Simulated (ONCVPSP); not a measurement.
# Plane-wave convergence, ONCV potential for lutetium

```json
{"Element": "lutetium", "Generator": "ONCVPSP 4.0.1", "Type": "optimised norm-conserving Vanderbilt (ONCV)", "Functional": "LDA (Perdew-Zunger)", "Relativity": "scalar-relativistic", "Frozen core": "[Kr] 4d10", "Valence charge": "25", "Reference configuration": "4f14 5s2 5p6 5d1 6s1 (charge +1)", "Partial waves": "5s+6s: rc 2.00 bohr, ncon 5, nbas 9, qcut 5.3 1/bohr, 3 projectors, debl 3.3 Ha; 5p: rc 1.40 bohr, ncon 4, nbas 7, qcut 6.7 1/bohr, 3 projectors, debl 1.5 Ha; 5d: rc 1.90 bohr, ncon 5, nbas 9, qcut 5.2 1/bohr, 3 projectors, debl 2.9 Ha; 4f: rc 1.20 bohr, ncon 3, nbas 7, qcut 15 1/bohr, 3 projectors, debl 3.3 Ha", "Local potential": "polynomial inside 1.20 bohr (lpopt 5, dvloc0 0 Ha)", "Core correction": "polynomial model core, fcfact 0.15"}
```

Question: For each optimised wave give the share of its norm inside rc, the residual kinetic energy above qcut (Ha) and the cutoffs (Ha) for errors of 10, 1, 0.1 and 0.01 mHa per electron.

Answer:

```tsv
wave	norm inside rc	residual KE	10 mHa	1 mHa	0.1 mHa	0.01 mHa
5s	0.967	2.7e-04	8.2	11.9	30.9	56.2
6s	0.089	1.9e-04	4.1	11.3	16.7	56.7
s projector 3	0.110	2.2e-03	11.2	16.1	41.4	78.6
5p	0.560	1.5e-03	16.6	24.4	68.0	81.1
p projector 2	0.083	5.0e-04	11.2	20.6	36.9	71.2
p projector 3	0.058	9.0e-04	13.8	22.2	42.6	100.1
5d	0.351	9.7e-05	8.0	10.9	13.7	23.1
d projector 2	0.111	1.0e-03	10.1	13.6	19.0	27.5
d projector 3	0.115	1.6e-03	12.2	14.0	20.3	52.7
4f	0.888	5.1e-06	82.6	93.2	101.5	110.1
f projector 2	0.059	4.5e-06	77.8	91.2	101.2	109.9
f projector 3	0.080	3.0e-05	85.5	98.2	108.2	132.9
```

The occupied waves need 93 Ha and 102 Ha for 1 and 0.1 mHa.
